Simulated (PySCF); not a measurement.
## Core binding energy against partial charge

C3H8OSi.
SMILES with atom numbers: `[CH2:1]1[CH2:2][O:3][SiH2:4][CH2:5]1`

Binding energies: delta-SCF UKS SCAN, pcX-2 on the ionised atom, pcseg-1 elsewhere, spin-free X2C (PySCF). Charges: PBE0/pcSseg-1 ground-state density, for the ionised atom.

```csv
atom,environment,C 1s (eV),Mulliken (e),IAO (e),Hirshfeld (e),ESP (e)
C5,sp3 carbon bound to silicon,290.10,-0.550,-0.562,-0.167,-0.274
C1,ring CH2 carbon,290.72,-0.282,-0.271,-0.074,+0.050
C2,sp3 carbon bound to oxygen,292.05,+0.095,-0.049,+0.005,+0.033
```

Problem. How well does each charge scheme correlate with the binding energies over these sites?

Solution. Mulliken: r = 0.99, slope 3.1 eV per e; Hirshfeld: r = 0.97, slope 11.2 eV per e; IAO: r = 0.96, slope 3.7 eV per e; ESP: r = 0.71, slope 3.9 eV per e. On 3 points no scheme stands out.

Problem. The point-charge model writes a binding energy as kq + V + constant, with V the potential of the other atoms' charges at the site. What does it give with the IAO charges?

Solution. V = Σ 14.40 eV Å × q/r over all other atoms: +6.52 eV at C5, +1.89 eV at C1, -1.45 eV at C2. Fitting binding energy − V to q gives k = 19.3 eV per e and leaves an rms residual of 0.18 eV, against 0.23 eV for the fit on q alone. The model has no term for differences in relaxation between sites.

Isolated species at its GFN2-xTB geometry (one conformer only).
